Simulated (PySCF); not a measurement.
Job for PySCF: U-HF/LANL2DZ on BrCdH (SMILES [Br][CdH]), a point of a bond scan (R = 5.308 Å).

```python
from pyscf import gto, scf, dft, mp
from pyscf.data.elements import chemcore

mol = gto.M(
    atom='''
    Cd   -0.00000000   -0.00000000   -0.99780141
    H     0.00000000    0.00000000   -6.30541914
    Br    0.00000000    0.00000000    1.44431142
    ''',
    basis='lanl2dz',
    ecp={'Br': 'lanl2dz', 'Cd': 'lanl2dz'},
    charge=0, spin=0, verbose=3, max_memory=1800)
mf = scf.UHF(mol)
mf.conv_tol = 1e-8
mf.max_cycle = 100
mf.init_guess_breaksym = True
mf.kernel()
if not mf.converged:
    mf = mf.newton().run(mf.mo_coeff, mf.mo_occ)
for _ in range(4):
    mo, _, stable, _ = mf.stability(return_status=True)
    if stable:
        break
    mf.kernel(mf.make_rdm1(mo, mf.mo_occ))
```

Output:

```
converged SCF energy = -59.8741948183935  <S^2> = 2.5080382e-11  2S+1 = 1
<class 'pyscf.scf.uhf.UHF'> wavefunction has an internal instability
converged SCF energy = -60.0329704014874  <S^2> = 1.006575  2S+1 = 2.2419411
<class 'pyscf.scf.uhf.UHF'> wavefunction is stable in the internal stability analysis
```

The run converged. Its determinant has ⟨S²⟩ = 1.01, a mixture of spin states.

Cost: very roughly 1.1 core-seconds.
